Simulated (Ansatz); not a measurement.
```yaml
crystal:
  periodic: [false, false, false]
  atoms:
    - {symbol: Cl, position_ang: [-1.327570, 1.022334, -0.418034]}
    - {symbol: Ge, position_ang: [0.054327, -0.240073, -0.510699]}
    - {symbol: Cl, position_ang: [0.150148, -1.582031, 1.430527]}
    - {symbol: H, position_ang: [1.228317, 1.089815, -0.234009]}
basis:
  gaussian: {orbitals: def2-mTZVPP}
magnetization: {spin_polarized: true, initial_magnetization: 1}
hamiltonian: {xc: {name: r2SCAN50}, dispersion: d3bjatm}
accuracy: high
scf: {lower_state_search: off}
scf: {max_iter: 3}
output: {forces: true}
```

```sh
$ ansatz run in.yaml --threads 2 --pin off --events-out ev --progress --plain --max-ram 32768MiB --backend cpu
```

Q: How does Ansatz answer? (Estimate.)

A: Computed: The input was rejected before any iteration.
```
Error: YAML parse error: error: line 14 column 1: duplicate mapping key: scf, set DuplicateKeyPolicy in Options if acceptable
  --> <input>:14:1
   |
12 | accuracy: high
13 | scf: {lower_state_search: off}
14 | scf: {max_iter: 3}
   | ^ duplicate mapping key: scf, set DuplicateKeyPolicy in Options if acceptable
15 | output: {forces: true}
   |
```
